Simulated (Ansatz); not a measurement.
Input file for Ansatz (a program for electronic structure): R-PBE/def2-TZVPP on H3O4P (SMILES O=P(O)(O)O).

Ansatz 0.2 input:
```yaml
crystal:
  periodic: [false, false, false]
  atoms:
    - {symbol: O, position_ang: [-1.12191859, 0.87359087, 0.81703813]}
    - {symbol: P, position_ang: [-0.10919368, 0.08503606, 0.07953141]}
    - {symbol: O, position_ang: [-0.66709279, -1.10916243, -0.84839593]}
    - {symbol: O, position_ang: [0.81811219, 0.89990132, -0.95705595]}
    - {symbol: O, position_ang: [0.99245699, -0.68108250, 0.97275255]}
    - {symbol: H, position_ang: [-1.52040478, -0.87245658, -1.24079000]}
    - {symbol: H, position_ang: [0.99991772, 1.79326975, -0.62997160]}
    - {symbol: H, position_ang: [0.60812294, -0.98899648, 1.80679138]}
basis:
  gaussian:
    orbitals: def2-TZVPP
hamiltonian:
  xc: {name: PBE}
scf: {lower_state_search: off}
```

The log:

```
WARN ansatz: RAYON_NUM_THREADS=4 ignored (pool sized by the plan → 4); use --threads N
Functional definition: PBE
these checks for a lower state are left out or cut short: stability, starts, cluster_reference, orbital_swaps, neighbouring_geometries, increment
integrals: 0.12 GiB planned
1068 factors; their error is unknown
mean field: 0.88 GiB planned
mean field evaluation 1: about -17504.1824 eV, gradient 1.1e2 eV
mean field evaluation 2: about -17455.2126 eV, gradient 1.9e2 eV
mean field evaluation 4: about -17520.3349 eV, gradient 1.8e1 eV
mean field evaluation 8: about -17520.8808 eV, gradient 2.0e-1 eV
mean field evaluation 16: about -17520.8693 eV, gradient 1.0e-4 eV
mean field -17520.86926108 eV, -643.8800692729 hartree, gradient 3.5e-6 eV, S^2 0.000000; 0 other end points of the search recorded, 0 dependent functions left out
reference -17520.86929232 eV, -643.8800704211 hartree; 25, 25 occupied and 183, 183 virtual orbitals, 1068 factors
Total energy: -17520.86929232 eV, -643.8800704211 hartree
Checks for a lower state left out: stability, starts, cluster_reference, orbital_swaps, neighbouring_geometries, increment
```

The calculation finished and met its thresholds.

Cost: around 1.9 core-seconds (rough).
